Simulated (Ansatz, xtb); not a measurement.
## C3H11OSi+: 9 structures ranked

9 gas-phase structures of C3H11OSi+, found in a search over its isomers (lower ones may exist). Each was relaxed with GFN2-xTB; where two conformers were screened, the lower at r2SCAN-D4/def2-SVP is listed:

A. `CCC[SiH2][OH2+]`, a singlet
B. `C[SiH2][O+](C)C`, a singlet
C. `CC(C)[SiH2][OH2+]`, a singlet
D. `CC(C)[OH+][SiH3]`, a singlet
E. `CC[O+](C)[SiH3]`, a singlet
F. `CC[SiH2][OH+]C`, a singlet
G. `C[OH+][SiH](C)C`, a singlet
H. `CC[OH+][SiH2]C`, a singlet
I. `CCC[OH+][SiH3]`, a singlet

Task: Estimate their order in r2SCAN-D4/def2-SVP energy at these geometries, lowest first.

Result: Calculated order at r2SCAN-D4/def2-SVP: G (0.0), H (35.6), A (44.2), C (53.7), F (73.1), D (74.1), B (80.5), I (98.3), E (122.2) kJ/mol. Less than 1 kcal/mol parts F and D, so the order within that pair means little.

Energies above the lowest of each column, in kJ/mol; the last columns are at PBE0-D3(BJ)/def2-SVP geometries and were run for some of them only (a dash: not run or not comparable):

```json
{"structure": "G", "GFN2-xTB": "63.8", "HF/STO-3G": "0.0", "r2SCAN-D4/def2-SVP": "0.0", "PBE0-D3(BJ)/def2-SVP": "0.0", "CCSD(T)/def2-SVP + ΔMP2/def2-TZVPP": "0.0"}
{"structure": "H", "GFN2-xTB": "33.0", "HF/STO-3G": "22.8", "r2SCAN-D4/def2-SVP": "35.6", "PBE0-D3(BJ)/def2-SVP": "36.9", "CCSD(T)/def2-SVP + ΔMP2/def2-TZVPP": "38.0"}
{"structure": "A", "GFN2-xTB": "54.0", "HF/STO-3G": "86.7", "r2SCAN-D4/def2-SVP": "44.2", "PBE0-D3(BJ)/def2-SVP": "39.0", "CCSD(T)/def2-SVP + ΔMP2/def2-TZVPP": "–"}
{"structure": "C", "GFN2-xTB": "63.2", "HF/STO-3G": "93.8", "r2SCAN-D4/def2-SVP": "53.7", "PBE0-D3(BJ)/def2-SVP": "48.8", "CCSD(T)/def2-SVP + ΔMP2/def2-TZVPP": "–"}
{"structure": "F", "GFN2-xTB": "64.5", "HF/STO-3G": "58.9", "r2SCAN-D4/def2-SVP": "73.1", "PBE0-D3(BJ)/def2-SVP": "–", "CCSD(T)/def2-SVP + ΔMP2/def2-TZVPP": "–"}
{"structure": "D", "GFN2-xTB": "0.0", "HF/STO-3G": "55.9", "r2SCAN-D4/def2-SVP": "74.1", "PBE0-D3(BJ)/def2-SVP": "–", "CCSD(T)/def2-SVP + ΔMP2/def2-TZVPP": "–"}
{"structure": "B", "GFN2-xTB": "48.8", "HF/STO-3G": "34.6", "r2SCAN-D4/def2-SVP": "80.5", "PBE0-D3(BJ)/def2-SVP": "–", "CCSD(T)/def2-SVP + ΔMP2/def2-TZVPP": "–"}
{"structure": "I", "GFN2-xTB": "22.2", "HF/STO-3G": "76.8", "r2SCAN-D4/def2-SVP": "98.3", "PBE0-D3(BJ)/def2-SVP": "–", "CCSD(T)/def2-SVP + ΔMP2/def2-TZVPP": "–"}
{"structure": "E", "GFN2-xTB": "24.1", "HF/STO-3G": "67.7", "r2SCAN-D4/def2-SVP": "122.2", "PBE0-D3(BJ)/def2-SVP": "–", "CCSD(T)/def2-SVP + ΔMP2/def2-TZVPP": "–"}
```

CCSD(T)/def2-SVP + ΔMP2/def2-TZVPP puts G lowest of those it was run on; GFN2-xTB picks D. Flexible structures stand in one conformer each, not always the lowest. Frequencies (PBE0-D3(BJ)/def2-SVP) were run for G, H alone. ΔMP2 is the change of the MP2 energy from the smaller to the larger basis.

Over these structures GFN2-xTB departs from r2SCAN-D4/def2-SVP by 41.7 kJ/mol on average once a common shift is removed. A GFN2-xTB relaxation took about 0.43 s and the r2SCAN-D4/def2-SVP energy about 4.8 s on a shared host (Ansatz 0.2.0, xtb 6.7.1).
